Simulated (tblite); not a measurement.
C₅H₁₂N₂O₂Si.
Structure used (GFN2-xTB), in Å, numbered top down from 1:
```xyz
22
C5H12N2O2Si angstrom
C      3.0981    0.3826    0.2439
O      1.8504   -0.2393    0.4282
Si     0.5511   -0.1888   -0.5127
N     -0.6736   -1.1485    0.1790
C     -0.6499   -2.5469    0.4906
C     -1.9263   -0.4672    0.4035
C     -1.8522    0.9068   -0.2725
N     -0.4590    1.2455   -0.4034
C      0.0035    2.4926   -0.4697
O      1.1702    2.7695   -0.6384
H      2.9609    1.4309   -0.0215
H      3.6516   -0.1204   -0.5509
H      3.6490    0.3002    1.1804
H      0.8514   -0.4330   -1.9266
H     -1.3552   -3.1041   -0.1374
H      0.3524   -2.9254    0.3176
H     -0.9159   -2.7175    1.5385
H     -2.1018   -0.3587    1.4829
H     -2.7565   -1.0510   -0.0127
H     -2.3001    0.8513   -1.2716
H     -2.3839    1.6680    0.3032
H     -0.7746    3.2728   -0.3512
```

Level: GFN2-xTB in tblite, geometry and Hessian alike; calculated harmonic values, unscaled, isolated species. Against measured fundamentals such values can be off by several per cent, at times by over 20. Modes of hydrogen on silicon can be 10 to 20 % off. One conformer, not necessarily the lowest.

Harmonic wavenumbers (cm⁻¹): 45.9, 65.7, 101.3, 118.6, 134.5, 140.1, 153.3, 192.8, 205.6, 236.5, 244.0, 286.7, 328.1, 390.8, 553.1, 624.8, 644.1, 682.6, 730.0, 752.7, 830.5, 864.3, 931.6, 1008.8, 1064.9, 1083.3, 1111.0, 1128.8, 1141.3, 1162.2, 1170.9, 1180.2, 1207.9, 1237.2, 1275.1, 1316.5, 1360.9, 1373.0, 1404.8, 1411.6, 1415.7, 1467.9, 1474.7, 1477.7, 1479.2, 1497.8, 1505.0, 1739.9, 2244.5, 2747.1, 2857.8, 2898.1, 2903.0, 2908.4, 2938.1, 2961.3, 2966.7, 2994.3, 2999.6, 3056.4.

A = 1553, B = 1102, C = 685.8 MHz; mass 160.067 u (most abundant isotopes); point group C1, symmetry number 1.

Zero-point energy?

½Σν̃ = 38215 cm⁻¹ = 457.15 kJ/mol.

What is S at 273.15 K and 1 bar for an ideal gas of classical rigid rotors and harmonic oscillators?

Translation 170.34, rotation 124.40, vibration 151.28: S = 446.0 J/(mol K).

And Cp and H(273.15 K) − H(0)?

Cp = 176.12 J/(mol K), of which vibrations give 142.87 (their classical limit is 60 R = 498.9); H(273.15 K) − H(0) = 30.63 kJ/mol without the zero-point energy, 21.54 from vibrations.

What must be added to the electronic energy to get the Gibbs energy at 273.15 K and 1 bar?

ZPE + [H(273.15 K) − H(0)] − T·S = 457.15 + 30.63 − 121.83 = 365.95 kJ/mol.

Which modes carry the vibrational entropy at 273.15 K?

45.9 cm⁻¹: 20.14; 65.7 cm⁻¹: 17.18; 101.3 cm⁻¹: 13.64; 118.6 cm⁻¹: 12.36; 134.5 cm⁻¹: 11.35; 140.1 cm⁻¹: 11.03 J/(mol K); the other 54 give 65.59 together.

Blend soft modes into free rotors: weight 1/[1 + (100 cm⁻¹/ν̃)⁴] for the oscillator and the rest for a rotor with moment μB/(μ + B), μ = h/(8π²ν), B = 10⁻⁴⁴ kg m². What vibrational entropy results?

141.09 J/(mol K) in place of 151.28, which changes −T·S at 273.15 K by +2.78 kJ/mol.

How do the functions run with temperature in this model?

```json
{"T (K)": "150", "S (J/(mol K))": "357.5", "Cp (J/(mol K))": "125.1", "H − H(0) (kJ/mol)": "12.13", "G − H(0) (kJ/mol)": "-41.49", "ln q(vib)": "4.22"}
{"T (K)": "250", "S (J/(mol K))": "430.9", "Cp (J/(mol K))": "166.1", "H − H(0) (kJ/mol)": "26.67", "G − H(0) (kJ/mol)": "-81.05", "ln q(vib)": "7.90"}
{"T (K)": "298.15", "S (J/(mol K))": "461.9", "Cp (J/(mol K))": "187.2", "H − H(0) (kJ/mol)": "35.17", "G − H(0) (kJ/mol)": "-102.55", "ln q(vib)": "9.57"}
{"T (K)": "400", "S (J/(mol K))": "523.3", "Cp (J/(mol K))": "232.8", "H − H(0) (kJ/mol)": "56.57", "G − H(0) (kJ/mol)": "-152.77", "ln q(vib)": "12.96"}
{"T (K)": "600", "S (J/(mol K))": "632.8", "Cp (J/(mol K))": "308.3", "H − H(0) (kJ/mol)": "111.07", "G − H(0) (kJ/mol)": "-268.61", "ln q(vib)": "19.25"}
{"T (K)": "900", "S (J/(mol K))": "773.2", "Cp (J/(mol K))": "383.3", "H − H(0) (kJ/mol)": "215.75", "G − H(0) (kJ/mol)": "-480.17", "ln q(vib)": "27.95"}
```

q(vib) and H(0) count from the zero-point level.

Hindered rotation and anharmonicity are outside this model. Other conformers, if any are populated, would add a mixing term that is left out. The structure is chiral; the term R ln 2 for an equal mix with its mirror image is left out.
